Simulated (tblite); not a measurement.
C4H8OS2Si.
Z-matrix (Å and degrees, GFN2-xTB geometry), rows numbered from 1:
```
C 
C   1  1.3192
O   2  1.3474  1  126.08
Si  3  1.6170  2  131.76  1    -4.61
S   4  2.1586  3  110.21  2   -60.68
S   4  2.1355  3   99.33  2   178.62
C   6  1.7540  4  104.50  3   175.80
C   7  1.3204  6  128.27  4    -0.42
H   1  1.0732  2  120.64  3  -179.54
H   1  1.0759  2  121.93  3    -0.38
H   2  1.0825  1  122.70  3  -179.96
H   4  1.4551  3  113.01  2    60.09
H   5  1.3249  4   95.55  3    10.18
H   7  1.0791  6  110.00  4   179.50
H   8  1.0753  7  123.35  6    -0.66
H   8  1.0763  7  120.22  6  -179.95
```

Computed with GFN2-xTB (tblite): harmonic, unscaled wavenumbers at the GFN2-xTB geometry, gas phase. Errors from tens to a few hundred cm⁻¹ against measured bands are possible. Modes of hydrogen on silicon and sulfur can be 10 to 20 % off. One conformer, not necessarily the lowest.

Harmonic wavenumbers (cm⁻¹): 40.2, 62.0, 73.0, 81.6, 108.3, 120.4, 159.6, 172.1, 206.0, 241.2, 398.0, 461.4, 519.4, 564.0, 572.1, 656.9, 670.8, 681.7, 714.0, 723.3, 781.2, 845.5, 849.6, 983.5, 993.1, 995.7, 1013.3, 1192.0, 1246.9, 1285.4, 1385.0, 1392.9, 1658.6, 1700.0, 2310.8, 2460.2, 3053.5, 3084.3, 3111.3, 3123.1, 3142.0, 3167.8.

A = 2059, B = 787.2, C = 616.6 MHz; mass 163.979 u (most abundant isotopes); point group C1, symmetry number 1.

Q: Zero-point energy?

A: Half the sum of the wavenumbers: 23501 cm⁻¹ = 281.13 kJ/mol.

Q: What is S at 350 K and 1 bar for an ideal gas of classical rigid rotors and harmonic oscillators?

A: Translation 175.79, rotation 128.16, vibration 186.68: S = 490.6 J/(mol K).

Q: And Cp and H(350 K) − H(0)?

A: Cp = 192.40 J/(mol K), of which vibrations give 159.14 (their classical limit is 42 R = 349.2); H(350 K) − H(0) = 43.26 kJ/mol without the zero-point energy, 31.62 from vibrations.

Q: Which modes carry the vibrational entropy at 350 K?

A: 40.2 cm⁻¹: 23.29; 62.0 cm⁻¹: 19.70; 73.0 cm⁻¹: 18.35; 81.6 cm⁻¹: 17.44; 108.3 cm⁻¹: 15.11; 120.4 cm⁻¹: 14.25 J/(mol K); the other 36 give 78.54 together.

Q: What must be added to the electronic energy to get the Gibbs energy at 350 K and 1 bar?

A: ZPE + [H(350 K) − H(0)] − T·S = 281.13 + 43.26 − 171.72 = 152.67 kJ/mol.

Q: How do the functions run with temperature in this model?

A: 
```
T (K)  S (J/(mol K))  Cp (J/(mol K))  H − H(0) (kJ/mol)  G − H(0) (kJ/mol)  ln q(vib)
  100          319.6            97.7               6.68             -25.29       2.87
  200          399.4           136.9              18.40             -61.47       6.65
  300          462.3           175.4              34.05            -104.64      10.01
  500          566.5           232.9              75.34            -207.91      16.03
  800          687.9           283.0             153.45            -396.91      23.81
 1000          753.6           304.6             212.33            -541.22      28.34
```

q(vib) and H(0) count from the zero-point level.

Q: Blend soft modes into free rotors: weight 1/[1 + (100 cm⁻¹/ν̃)⁴] for the oscillator and the rest for a rotor with moment μB/(μ + B), μ = h/(8π²ν), B = 10⁻⁴⁴ kg m². What vibrational entropy results?

A: 167.08 J/(mol K) in place of 186.68, which changes −T·S at 350 K by +6.86 kJ/mol.

Hindered rotation and anharmonicity are outside this model. Other conformers, if any are populated, would add a mixing term that is left out. The structure is chiral; the term R ln 2 for an equal mix with its mirror image is left out.
